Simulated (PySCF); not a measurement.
**AuC at PBE0**

Level: PBE0. PySCF, scalar-relativistic core potentials, basis sets Au cc-pVDZ-PP with ECP60, C cc-pVDZ.

- state: ⁴Σ⁻ (quartet), unpaired electrons σ ↑, π ↑↑, a second solution, started from another occupation
- bond length: 3.622 bohr
- harmonic wavenumber: 616 cm⁻¹
- force constant: 2.52 mdyn/Å
- rotational constant Be: 0.4057 cm⁻¹
- anharmonicity ωexe: 5.29 cm⁻¹
- vibration–rotation constant αe: 0.00418 cm⁻¹
- energy of the minimum from ground-state Au (5d10 6s1) + C: -1.95 eV
- bond order (Mayer): 1.50
- dipole moment (positive dipole means Au(−)C(+)): -2.67 D

These are scalar-relativistic numbers at best; spin–orbit coupling would shift them, the dissociation energy most.
